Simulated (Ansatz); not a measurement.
Geometry optimisation, RKS PBE0/def2-SVP in Ansatz 0.2.0.

Input:

```yaml
crystal:
  periodic: [false, false, false]
  atoms:
    - { symbol: W, position_ang: [-0.061889, -0.147803, 0.252224] }
    - { symbol: O, position_ang: [0.632592, -0.037456, 2.040387] }
    - { symbol: H, position_ang: [0.079737, -0.559533, 2.647356] }
    - { symbol: H, position_ang: [1.329543, 0.827414, 0.137203] }
    - { symbol: H, position_ang: [-0.039683, 1.162824, -0.778555] }
    - { symbol: F, position_ang: [-1.843453, 0.438958, 0.303257] }
    - { symbol: Cl, position_ang: [-0.155235, -2.368408, -0.299073] }
    - { symbol: H, position_ang: [0.957187, -0.267396, -1.065598] }
basis:
  gaussian: { orbitals: def2-SVP }
hamiltonian:
  xc: pbe0
relax:
  f_tol: 0.03
  max_steps: 50
```

Run as:

```bash
$ ansatz run input.yaml --threads 2 --pin off --max-ram 3072MiB --backend cpu --events-out ev --progress --plain --runs-dir out
```

**Question.** Where does it end, and by what steps?

**Answer.** The forces met the threshold. After 4 steps the energy has fallen by 0.027 eV; H4 moved furthest, 0.06 Å.

| step | energy less start (eV) | largest force component (eV/Å) | accepted |
| --- | --- | --- | --- |
| 0 | 0.0000 | 0.680 | yes |
| 1 | -0.0062 | 0.370 | yes |
| 2 | -0.0264 | 0.046 | yes |
| 3 | -0.0267 | 0.030 | yes |
| 4 | -0.0268 | 0.009 | yes |

```xyz
8
Properties=species:S:1:pos:R:3
W -0.066 -0.150 0.251
O 0.635 -0.030 2.009
H 0.093 -0.547 2.631
H 1.296 0.797 0.175
H -0.033 1.163 -0.777
F -1.844 0.455 0.310
Cl -0.141 -2.374 -0.300
H 0.959 -0.265 -1.062
```

The run took 16 s on 2 threads of Arm Neoverse V2, on a shared host, peak memory 0.21 GiB.
